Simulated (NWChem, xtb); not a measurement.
# AlN2H4Br (SMILES [NH2][Al]([NH2])[Br]): methods side by side

The species is AlN2H4Br (8 atoms), meant as a singlet with charge 0. As SMILES, `[NH2][Al]([NH2])[Br]`. Geometry: relaxed at PBE0-D4/def2-TZVP.

Quantity: the dipole moment, in D. The values are calculated.

```csv
level,kind,program,value (D),CPU time
GFN2-xTB,semi-empirical,xtb,5.39,under 2 s
GFN0-xTB,semi-empirical,xtb,2.52,under 2 s
GFN1-xTB,semi-empirical,xtb,3.58,under 2 s
HF/STO-3G,Hartree–Fock,NWChem,3.08,4 s
HF/3-21G,Hartree–Fock,NWChem,3.47,4.7 s
TPSS/STO-3G,meta-GGA,NWChem,3.11,13 s
B3LYP/6-31G* (spherical functions),global hybrid,NWChem,2.95,37 s
B3LYP/6-31G* (Cartesian functions),global hybrid,NWChem,2.94,27 s
PBE0/def2-SVP,global hybrid,NWChem,2.76,20 s
```

All-electron rows without a relativistic Hamiltonian named are non-relativistic. The values span 2.52 to 5.39 D. Magnitudes only. Sets without polarisation functions give poor dipoles. CPU times are rough (shared hosts, several kinds of processor and program).
